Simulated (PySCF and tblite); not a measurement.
Values are calculated unless marked as measured or tabulated.
C₈H₁₂, numbered as in [CH:1]#[C:2][CH:3]1[CH2:4][CH2:5][CH2:6][CH2:7][CH2:8]1. Search: ETKDG and KDG, MMFF94s, GFN2-xTB, 90 starts; geometries at PBE0-D3(BJ)/def2-SVP. Weights use PBE0-D3(BJ)/def2-TZVP energies plus GFN2-xTB zero-point and thermal terms (modes under about 100 cm⁻¹ blended into free rotors). Symmetry numbers and mirror images are counted. Conformers within 4 kcal/mol (GFN2-xTB free energy) were kept, 5 at most. GIAO shieldings: PBE0/pcSseg-1. Shifts are against TMS (¹H), TMS (¹³C) at the same level. Codes: tblite and PySCF.

The 6-ring runs over atoms 3–4–5–6–7–8.

```tsv
conformer	shape	point group	mirror pair	ΔE(DFT)	Δ(G−E) at 180 K	δ H3 (ppm)
1	6-ring chair (all substituents equatorial)	Cs	no	0.00	0.00	1.94
2	6-ring chair (C2 axial)	Cs	no	0.22	0.08	2.58
```

Energies in kcal/mol; the thermal term leaves out symmetry numbers and mirror images.

(1) Work out the weights at 180 K and the ¹H shift of H3 under fast exchange.

Answers

(1) RT = 0.358 kcal/mol. Each conformer gets RT ln(σ/g), with σ the rotational symmetry number and g = 2 for a mirror pair: 1: σ = 1, g = 1, G = 0.00 + 0.00 + 0.00 = 0.00, 0.00 above the lowest, exp(−ΔG/RT) = 1.000; 2: σ = 1, g = 1, G = 0.22 + 0.08 + 0.00 = 0.30, 0.30 above the lowest, exp(−ΔG/RT) = 0.428. The sum is 1.428, so the weights are 70.1, 29.9 %. The averaged shift is 2.13 ppm. At 298.15 K it is 2.17 ppm. At 298.15 K the leading conformer alone gives 1.94 ppm and bare DFT energies give 2.20 ppm.
